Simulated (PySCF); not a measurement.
PBE0 on Ni⁻ (nickel, charge -1), [Ar] 3d9 4s2, 2D determinant. Computed with PySCF 2.14 in x2c-QZVPPall with one added diffuse shell each of s, p, d, f, g type (12s8p7d5f3g, 133 functions), with scalar relativity by spin-free X2C-1e.

```
cycle= 1 E= -1520.38622900921  delta_E= -0.013  |g|=  0.3  |ddm|= 0.407
cycle= 2 E= -1520.29471248058  delta_E= 0.0915  |g|= 0.791  |ddm|= 0.323
cycle= 3 E= -1520.40259737923  delta_E= -0.108  |g|= 0.0261  |ddm|= 0.222
cycle= 4 E= -1520.4027603165  delta_E= -0.000163  |g|= 0.0121  |ddm|= 0.0294
cycle= 5 E= -1520.40279769079  delta_E= -3.74e-05  |g|= 0.000407  |ddm|= 0.0108
cycle= 6 E= -1520.40279864671  delta_E= -9.56e-07  |g|= 0.000172  |ddm|= 0.00519
cycle= 7 E= -1520.40279891524  delta_E= -2.69e-07  |g|= 5.18e-05  |ddm|= 0.00432
cycle= 8 E= -1520.40279891756  delta_E= -2.33e-09  |g|= 1.86e-05  |ddm|= 0.000394
cycle= 9 E= -1520.40279891766  delta_E= -9.73e-11  |g|= 1.22e-06  |ddm|= 4.06e-05
converged SCF energy = -1520.40279891766  <S^2> = 0.75571409  2S+1 = 2.005706
```

Highest occupied orbital energy: 0.561 eV; ⟨L²⟩ = 6.03; populations by l: s 8.00, p 12.00, d 9.00, f 0.00.

Task: Can this result be used?

Result: With care. Self-consistency was reached. At PBE0 the highest occupied level has a positive energy, so only the finite basis holds that electron; in a semilocal or global hybrid functional this comes from self-interaction and does not mean that the real anion is unbound.
